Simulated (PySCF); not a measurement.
## Spin–spin coupling constants

Geometry (Å), atoms numbered from 1 in this order:
```xyz
18

O     2.160    1.398    0.922
B     2.139    0.548   -0.199
O     0.522   -0.104   -0.260
C    -0.518    0.885   -0.404
C    -1.698    0.358    0.409
C    -1.354   -1.115    0.629
C     0.154   -1.066    0.730
H     2.530    0.961    1.691
H     2.127    1.138   -1.267
H     2.772   -0.500   -0.137
H    -0.728    0.971   -1.480
H    -0.133    1.844   -0.031
H    -1.762    0.880    1.376
H    -2.657    0.501   -0.108
H    -1.654   -1.725   -0.238
H    -1.826   -1.542    1.525
H     0.489   -0.712    1.721
H     0.673   -2.002    0.487
```

Couplings: B3LYP/pcJ-1 (spin–dipole term only in couplings to heteroatoms) in PySCF 2.14.0 with density-fitted response routines, geometry PBE0-D3(BJ)/def2-SVP; gas phase, one conformer, non-relativistic. Couplings are averaged over pairs made equivalent by symmetry, fast rotation or ring inversion, so a value needn't be that of the named pair in this geometry, while other rotamers aren't included; one pair stands for each set, and the list holds a selection of those of at least 0.8 Hz over up to four bonds, among pairs with at least one B or C or H atom (others weren't computed).

Isotopes: $^{13}$C, $^{1}$H, $^{11}$B, $^{17}$O. Couplings to quadrupolar nuclei such as 17O and 33S are rarely resolved in practice.

```json
{"pair": "O1, H8", "bonds": "1", "J (Hz)": "?"}
{"pair": "B2, O3", "bonds": "1", "J (Hz)": "?"}
{"pair": "B2, H9", "bonds": "1", "J (Hz)": "138.4"}
{"pair": "O3, C4", "bonds": "1", "J (Hz)": "17.7"}
{"pair": "C4, C5", "bonds": "1", "J (Hz)": "35.8"}
{"pair": "C4, H11", "bonds": "1", "J (Hz)": "157.1"}
{"pair": "C5, C6", "bonds": "1", "J (Hz)": "31.8"}
{"pair": "C5, H13", "bonds": "1", "J (Hz)": "?"}
{"pair": "O1, H9", "bonds": "2", "J (Hz)": "-8.5"}
{"pair": "O3, C5", "bonds": "2", "J (Hz)": "-1.0"}
{"pair": "O3, H9", "bonds": "2", "J (Hz)": "-13.4"}
{"pair": "O3, H11", "bonds": "2", "J (Hz)": "?"}
{"pair": "C4, C7", "bonds": "2", "J (Hz)": "2.2"}
{"pair": "C4, H13", "bonds": "2", "J (Hz)": "?"}
{"pair": "C5, H15", "bonds": "2", "J (Hz)": "-3.0"}
{"pair": "H9, H10", "bonds": "2", "J (Hz)": "?"}
{"pair": "H11, H12", "bonds": "2", "J (Hz)": "-9.3"}
{"pair": "O1, C4", "bonds": "3", "J (Hz)": "-0.8"}
{"pair": "O3, H13", "bonds": "3", "J (Hz)": "-2.6"}
{"pair": "C4, H9", "bonds": "3", "J (Hz)": "2.9"}
{"pair": "C4, H17", "bonds": "3", "J (Hz)": "2.9"}
{"pair": "H8, H9", "bonds": "3", "J (Hz)": "?"}
{"pair": "H11, H13", "bonds": "3", "J (Hz)": "6.9"}
{"pair": "H11, H14", "bonds": "3", "J (Hz)": "8.7"}
{"pair": "H13, H15", "bonds": "3", "J (Hz)": "7.4"}
{"pair": "H13, H16", "bonds": "3", "J (Hz)": "?"}
```

Estimate the withheld couplings, with signs.

Results:


- $^{1}J$(O1,H8) = -76.6 Hz (bond length 0.959 Å)
- $^{1}J$(B2,O3) = 15.5 Hz (bond length 1.744 Å)
- $^{1}J$(C5,H13) = 138.8 Hz (bond length 1.101 Å, sp3 carbon)
- $^{2}J$(O3,H11) = -7.9 Hz (mean over equivalent pairs that range from -12.8 to -3.0 Hz in this conformer)
- $^{2}J$(C4,H13) = -1.2 Hz (mean over equivalent pairs that range from -5.0 to 2.5 Hz in this conformer)
- $^{2}J$(H9,H10) = 2.7 Hz (angle at B2 118°)
- $^{3}J$(H8,H9) = 9.3 Hz (mean over equivalent pairs that range from 5.9 to 12.7 Hz in this conformer)
- $^{3}J$(H13,H16) = 8.4 Hz
